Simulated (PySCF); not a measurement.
C6H5, doublet, geometry from GFN2-xTB. Base run: PySCF with BLYP/3-21G.

Input for PySCF:
```python
from pyscf import gto, scf, dft

mol = gto.Mole()
mol.atom = '''
    C    -1.350904    0.343212    0.019626
    C    -0.443252    1.360341    0.008997
    C     0.906341    1.011455   -0.010622
    C     1.272136   -0.323200   -0.018481
    C     0.313700   -1.321420   -0.007103
    C    -1.038761   -0.983819    0.012533
    H    -0.741357    2.398024    0.015300
    H     1.658224    1.787840   -0.019562
    H     2.319680   -0.589340   -0.033700
    H     0.603863   -2.362548   -0.013302
    H    -1.795977   -1.753387    0.021562
'''
mol.basis = '3-21g'
mol.charge = 0
mol.spin = 1
mol.verbose = 4
mol.symmetry = True
mol.build()

mf = dft.UKS(mol)
mf.xc = 'blyp'
mf.kernel()
mf.analyze()
```

Each row names what was changed in the base input (with any setting that the change needs).

```
change                                                   ΔE vs base (mEh)  point group used  SCF cycles
-------------------------------------------------------  ----------------  ----------------  ----------
base                                                                0.000               C2v          11
irrep_nelec = A1:(11, 10) A2:(1, 1) B1:(3, 2) B2:(6, 7)             298.3               C2v          11
symmetry = off                                                      0.000                C1          11
irrep_nelec = A1:(10, 10) A2:(2, 1) B1:(2, 2) B2:(7, 7)             177.5               C2v          12
symmetry_subgroup = Cs                                              0.000                Cs          11
symmetry_subgroup = C2                                              0.000                C2          11
irrep_nelec = A1:(12, 10) A2:(1, 1) B1:(2, 2) B2:(6, 7)             404.5               C2v          13
irrep_nelec = A1:(11, 10) A2:(2, 1) B1:(2, 2) B2:(6, 7)             287.0               C2v          12
```

Open shells are given as the SCF converged; they aren't shown to be the lowest states, and a large step between rows can be another state.
